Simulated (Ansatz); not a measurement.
A run for Ansatz (a first-principles code): R-wB97X-V/def2-TZVPP on CH3FOSi (SMILES CO[Si]F), a point of a torsion scan.

Ansatz 0.2 input:
```yaml
crystal:
  periodic: [false, false, false]
  atoms:
    - {symbol: C, position_ang: [-0.88061489, -0.01329072, 0.13622280]}
    - {symbol: O, position_ang: [-0.07770683, 1.11964432, 0.32411483]}
    - {symbol: Si, position_ang: [-0.29583910, 2.70934796, 0.35330087]}
    - {symbol: F, position_ang: [-1.91728677, 2.79793374, 0.07741764]}
    - {symbol: H, position_ang: [-0.51304154, -0.56268409, -0.73296711]}
    - {symbol: H, position_ang: [-1.92510165, 0.26068726, -0.02348793]}
    - {symbol: H, position_ang: [-0.80338604, -0.64742008, 1.02179233]}
basis:
  gaussian:
    orbitals: def2-TZVPP
hamiltonian:
  xc: {name: wB97X-V}
scf: {lower_state_search: off}
```

The head of its log:

```
WARN ansatz: RAYON_NUM_THREADS=1 ignored (pool sized by the plan → 1); use --threads N
Functional definition: wB97X-V
these checks for a lower state are left out or cut short: stability, starts, cluster_reference, orbital_swaps, neighbouring_geometries, increment
integrals: 0.11 GiB planned
955 factors; their error is unknown
integrals: 0.14 GiB planned
208 factors; integrals over basis functions are off by at most 9.8e-6 eV
mean field: 0.93 GiB planned
mean field evaluation 1: about -13724.0662 eV, gradient 5.3e1 eV
mean field evaluation 2: about -13723.0083 eV, gradient 6.2e1 eV
```

### Question
Predict the final total energy.

### Answer
-504.5234 hartree.
